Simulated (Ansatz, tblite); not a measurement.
Removing an electron: the cluster GeS2⁻ (the lowest doublet isomer of a short search). The state is a doublet with charge -1. Geometry: PBE0-D4/def2-TZVPD. Ansatz, gas phase; energy differences of separate SCF runs; the oxidised species is a singlet (the triplet lies 0.74 eV higher at PBE0-D4/def2-TZVPD).

```xyz
3

Ge   -0.531   -0.070    0.227
S    -0.517    0.502   -1.800
S     1.048   -0.431    1.573
```

The xTB rows come from tblite. Correlated methods freeze 19 core orbitals; core or outer-core shells of Ge are correlated, in sets that lack core-valence functions. The structure comes from a short search, and lower isomers may exist.

```csv
level,−HOMO (eV),vertical IE (eV),−LUMO (eV),HOMO–LUMO gap (eV),remarks
GFN1-xTB,–,5.75,–,–,–
GFN2-xTB,–,7.20,–,–,–
PBE-D4/def2-TZVPD,0.10,2.76,-0.66,0.75,restricted SCF unstable in HF (singlet)
r2SCAN-D4/def2-TZVPD,0.37,2.95,-0.88,1.26,restricted SCF unstable in HF (singlet)
PBE0-D4/def2-TZVPD,1.12,2.98,-1.41,2.53,restricted SCF unstable in HF (singlet)
MP2/def2-TZVPPD,–,2.70,–,–,restricted SCF unstable (singlet)
CCSD/def2-TZVPPD,–,2.84,–,–,"large T1 (0.023) (singlet), restricted SCF unstable (singlet)"
CCSD(T)/def2-TZVPPD,–,2.73,–,–,"large T1 (0.023) (singlet), restricted SCF unstable (singlet)"
```

Run but left out: HF/def2-TZVPPD (neutral singlet: restricted singlet, unstable towards broken spin symmetry).  HOMO and LUMO are the levels of the spin that leaves or enters (xTB has no such levels and no spin-polarisation term). Other spin states of the ions may lie lower, which would lower the ionisation energy or raise the affinity. Raw xTB energy differences between charge states are shifted by several eV; the methods need an empirical correction for them.
